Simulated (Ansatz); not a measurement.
CH4BNO (`B1NCO1`), relaxed with RKS PBE0-D4/def2-TZVP in the Gaussian-basis code of Ansatz from a PBE-D4/def2-SVP geometry. The force threshold is 0.005 eV/Å; the program also tests the step.

The species carries charge 0 and has multiplicity 1.

Start:

```xyz
8

B    -0.653   -0.930    0.122
N     0.382   -0.342   -0.657
C     0.261    0.800    0.236
O    -0.786    0.166    0.999
H    -1.265   -1.972    0.123
H     1.000   -0.477   -1.451
H    -0.094    1.744   -0.238
H     1.155    1.011    0.868
```

How much energy does the relaxation release, and in how many steps? (Best estimate.)

The calculation gave: 3.46 kJ/mol, in 4 steps.

Which bonds change most? (Estimate.)

The calculation gave: C3–H8 from 1.115 to 1.095 Å; C3–H7 from 1.115 to 1.095 Å; B1–H5 from 1.208 to 1.188 Å; N2–H6 from 1.016 to 1.000 Å.

Give the relaxed structure. (Best estimate.)

Computed: 
```xyz
8

B    -0.646   -0.922    0.120
N     0.377   -0.338   -0.649
C     0.262    0.801    0.235
O    -0.777    0.165    0.990
H    -1.245   -1.948    0.115
H     0.983   -0.478   -1.432
H    -0.095    1.722   -0.236
H     1.141    0.998    0.857
```
